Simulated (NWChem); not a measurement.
SiH3Br; SMILES Br[SiH3]

```xyz
5

Si     0.0000     0.0000    -1.4171
Br     0.0000     0.0000     0.8093
H      0.9974     0.9974    -1.8938
H     -1.3624     0.3651    -1.8938
H      0.3651    -1.3624    -1.8938
```
Atoms are numbered in this order, from 1.

Computed with NWChem. Pople sets run with spherical d functions. The geometry was optimised at PBE0/def2-SVP. Level: M06-2X/6-31G* with SMD (1 M gas to 1 M solution), gas-phase geometry. Reactions with the solvent are ignored.

Question: Order these by “dipole in solution (D)”, lowest first: dimethyl sulfoxide; chloroform; benzene.

Answer: benzene (2.08), chloroform (2.18), dimethyl sulfoxide (2.27)
